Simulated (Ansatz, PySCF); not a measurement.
Bond stretch in SiB (cation, charge +1), lowest triplet found (which spin is the ground state isn't settled by this scan).

Computed with: UHF/3-21G = unrestricted Hartree-Fock/3-21G run with PySCF 2.14.0; UKS-B3LYP/6-31G* = unrestricted B3LYP/6-31G*, spherical d (PySCF); UKS-B3LYP/LANL2DZ = unrestricted B3LYP/LANL2DZ, with its core potentials past Ne (PySCF); FCI = Ansatz (an electronic-structure program) with full CI/aug-cc-pVDZ, frozen core.

Energies relative to the lowest point of each curve between 2.04 and 2.64 Å, where full CI is lowest, in kJ/mol; the last columns give the difference from FCI:

```csv
R / Å,UHF/3-21G,UKS-B3LYP/6-31G*,UKS-B3LYP/LANL2DZ,FCI,UHF/3-21G − FCI,UKS-B3LYP/6-31G* − FCI,UKS-B3LYP/LANL2DZ − FCI
2.04,14.1,2.9,7.1,5.2,8.9,-2.3,2.0
2.10,10.7,0.0,1.9,0.5,10.2,-0.5,1.4
2.22,5.0,2.7,0.0,0.0,5.0,2.7,0.0
2.30,2.2,8.3,2.8,3.8,-1.6,4.5,-1.0
2.44,0.0,21.7,11.6,14.5,-14.5,7.2,-2.9
2.64,2.3,42.9,27.5,33.2,-30.9,9.7,-5.6
2.87,11.4,65.3,46.1,55.1,-43.7,10.2,-9.0
3.15,28.4,87.6,66.1,80.2,-51.7,7.4,-14.1
3.46,50.6,106.9,84.2,105.1,-54.6,1.7,-20.9
3.81,75.4,123.4,99.9,129.7,-54.2,-6.3,-29.8
4.26,102.3,138.3,113.5,155.8,-53.5,-17.5,-42.3
4.85,123.7,149.2,123.0,181.1,-57.3,-31.8,-58.0
5.62,163.2,153.6,126.5,200.7,-37.5,-47.1,-74.2
6.69,168.4,151.5,124.1,212.1,-43.8,-60.6,-88.0
```

UHF/3-21G is furthest from FCI at 4.85 (-57.3 kJ/mol, below); its mean absolute difference over the points is 33.4 kJ/mol.

UKS-B3LYP/6-31G* is furthest from FCI at 6.69 (-60.6 kJ/mol, below); its mean absolute difference over the points is 15.0 kJ/mol.

UKS-B3LYP/LANL2DZ is furthest from FCI at 6.69 (-88.0 kJ/mol, below); its mean absolute difference over the points is 25.0 kJ/mol.

The scan ran from 1.41 to 6.69 Å; beyond the distances shown full CI changes its symmetry label. The unrestricted determinant behind UHF/3-21G is spin-contaminated at 2.04 Å (<S²> up to 2.1, against 2.00 for a pure triplet).
